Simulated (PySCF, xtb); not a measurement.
ZrI3, SMILES [I][Zr+]([I])[I], charge +1, multiplicity 1.

GFN2-xTB in xtb at its own geometry gives an orbital gap of 1.77 eV.

Geometry optimised at PBE0-D3(BJ)/def2-SVP. The spin state was assumed, not searched. The isomer is the one that the SMILES or the coordinates give; other isomers of the formula were not compared. The def2 effective core potentials stand for the cores of I, Zr; spin–orbit coupling is left out.

Task: What does PBE/def2-TZVP (PySCF) give? (The exact figures need the calculation; the answer reports its results.)

Result: gap 2.16 eV (levels -11.01 and -8.85 eV).
